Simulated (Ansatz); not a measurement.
`C=C[O][AlH][SnH3]` → `C=[C](O)[SnH2][AlH2]`  (isomerisation)

Isolated molecules relaxed with PBE0-D4/def2-TZVP in Ansatz; ΔE leaves out vibrations. CCSD(T)/CBS is the MP2 limit (def2-TZVPP, def2-QZVPP) plus CCSD(T) − MP2 in def2-TZVPP, frozen cores. DFT in def2-TZVPP. Elements past krypton have def2 core potentials. For Sn outer-core shells are correlated without core-valence functions, which leaves a few kJ/mol of doubt a bond. One conformer a species, not always the lowest.

`C=C[O][AlH][SnH3]`:

Cartesian coordinates in Å:
```
C 0.759 -0.719 2.659
C 0.697 0.403 1.953
O 0.374 0.496 0.652
Al -0.788 -0.219 -0.369
Sn -0.470 0.422 -2.914
H 1.044 -0.681 3.702
H 0.538 -1.687 2.224
H 0.939 1.364 2.402
H -1.908 -1.133 0.281
H -1.479 -0.495 -3.947
H -0.844 2.067 -3.198
H 1.138 0.183 -3.444
```

`C=[C](O)[SnH2][AlH2]`:

Cartesian coordinates in Å:
```
C -0.580 0.193 1.298
C 0.540 -0.280 0.653
O 1.707 0.254 1.007
Sn 0.195 -1.143 -1.384
Al -1.050 1.131 -0.684
H -0.494 0.839 2.168
H -1.495 -0.387 1.202
H 2.404 -0.073 0.429
H -0.324 -2.753 -1.107
H 1.834 -1.285 -1.899
H -2.634 1.135 -0.717
H -0.105 2.371 -0.967
```

CCSD(T)/CBS gives +137.2 kJ/mol.

Problem. Another level gave +141.1 kJ/mol. Which?
A. CCSD(T)/def2-TZVPP
B. r2SCAN/def2-TZVPP
C. ωB97M-V/def2-TZVPP
D. PBE/def2-TZVPP

Solution. A. CCSD(T)/def2-TZVPP 141.1, r2SCAN 126.7, PBE 121.2, ωB97M-V 133.9 kJ/mol.

Largest T1 diagnostic among the species: 0.015.

From PBE to PBE0 (25 % exact exchange), in def2-TZVPP and without D4, ΔE moves by +9.0 kJ/mol. In def2-TZVPP, CCSD(T) changes the Hartree–Fock value by −47.4 kJ/mol (the triples alone add −10.1 kJ/mol) and MP2 by −52.7 kJ/mol. The D4 term adds −10.2 kJ/mol with B3LYP and −5.1 kJ/mol with PBE0; it sums over pairs of atoms, weighted by their polarisabilities, and B3LYP, whose exchange is more repulsive, gets the larger term.

B3LYP here is the variant with VWN-RPA as its local correlation; programs differ in this.
